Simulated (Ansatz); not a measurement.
## triplet O: levels of theory in one basis

A single O atom.

Basis set: aug-cc-pVTZ (spherical functions). Left uncorrelated: 1 orbital. Correlation on ROHF uses semicanonical orbitals with singles. Charge 0, multiplicity 3.

Computed with Ansatz (development build ahead of 0.2.0); each method stands on the lowest determinant of its kind that the runs found.

| method | E − E(ROHF) (eV) | <S²> of the determinant |
| --- | --- | --- |
| ROHF | 0.00 | 2.00 |
| ROHF-CCSD | -4.59 | – |
| ROHF-CCSD(T) | -4.69 | – |

What does ROHF-MP2 give on the same scale?

-4.16 eV.
